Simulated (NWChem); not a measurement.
System meant: GaH$_{2}$O$_{2}$Cl; SMILES [OH][Ga]([OH])[Cl]

Input file for NWChem:

```
start job
memory heap 200 mb stack 900 mb global 1100 mb
geometry units angstroms noautoz
  Ga     0.017929     0.341191     0.000000
  Cl    -0.017022    -1.806708     0.000000
  O     -1.537294     1.223112     0.000000
  H     -1.375464     2.186084     0.000000
  O      1.563438     1.253516     0.000000
  H      2.327056     0.645788     0.000000
end
basis spherical
  * library def2-svp
end
dft
  xc pbe0
  iterations 4
  mulliken
end
task dft energy
```

End of the output:

```
    Atom       Charge   Shell Charges
 -----------   ------   -------------------------------------------------------
    1 Ga  31    30.87   2.00  2.00  1.93  0.62  0.22  5.99  5.84  1.00  0.59  7.81  2.04  0.83
    2 Cl  17    16.95   2.00  1.96  1.03  0.77  5.82  2.23  3.13  0.01
    3 O    8     8.19   1.97  0.89  0.61  2.66  2.04  0.01
    4 H    1     0.89   0.55  0.16  0.18
    5 O    8     8.20   1.97  0.89  0.61  2.66  2.05  0.01
    6 H    1     0.90   0.55  0.17  0.18

 center of mass
 --------------
 x =  -0.01277303 y =  -0.03352461 z =   0.00000000

 moments of inertia (a.u.)
 ------------------
         630.027229979780          -0.000000000000           0.000000000000
          -0.000000000000         300.856475163618           0.000000000000
           0.000000000000           0.000000000000         930.883705143398

     Multipole analysis of the density
     ---------------------------------

     L   x y z        total         alpha         beta         nuclear
     -   - - -        -----         -----         ----         -------
     0   0 0 0     -0.000000    -33.000000    -33.000000     66.000000

     1   1 0 0      0.563202      0.281601      0.281601     -0.000000
     1   0 1 0      0.382769      0.191385      0.191385     -0.000000
     1   0 0 1     -0.000000     -0.000000     -0.000000      0.000000

     2   2 0 0    -29.952371    -96.690991    -96.690991    163.429612
     2   1 1 0     -2.396680      0.185256      0.185256     -2.767192
     2   1 0 1     -0.000000     -0.000000     -0.000000      0.000000
     2   0 2 0    -29.977249   -173.412209   -173.412209    316.847170
     2   0 1 1     -0.000000     -0.000000     -0.000000      0.000000
     2   0 0 2    -28.057093    -14.028547    -14.028547      0.000000

 ------------------------------------------------------------------------
 dft energy failed                                                                                  0
 ------------------------------------------------------------------------
 ------------------------------------------------------------------------
  current input line :
    19: task dft energy
 ------------------------------------------------------------------------
 ------------------------------------------------------------------------
 This type of error is most commonly associated with calculations not reaching convergence criteria
 ------------------------------------------------------------------------
 For more information see the NWChem manual at https://nwchemgit.github.io

0:dft energy failed:Received an Error in Communication
```

Problem. What is wrong, and how is it mended?

Solution. The run did not converge; its last values are not results. Cause: the SCF was allowed too few iterations. This input runs:
```
start job
memory heap 200 mb stack 900 mb global 1100 mb
geometry units angstroms noautoz
  Ga     0.017929     0.341191     0.000000
  Cl    -0.017022    -1.806708     0.000000
  O     -1.537294     1.223112     0.000000
  H     -1.375464     2.186084     0.000000
  O      1.563438     1.253516     0.000000
  H      2.327056     0.645788     0.000000
end
basis spherical
  Ga library def2-svp
  Cl library def2-svp
  O library def2-svp
  H library def2-svp
end
dft
  xc pbe0
  iterations 150
  mulliken
end
task dft energy
```
It converges to -2535.74535 Ha (PBE0/def2-SVP).
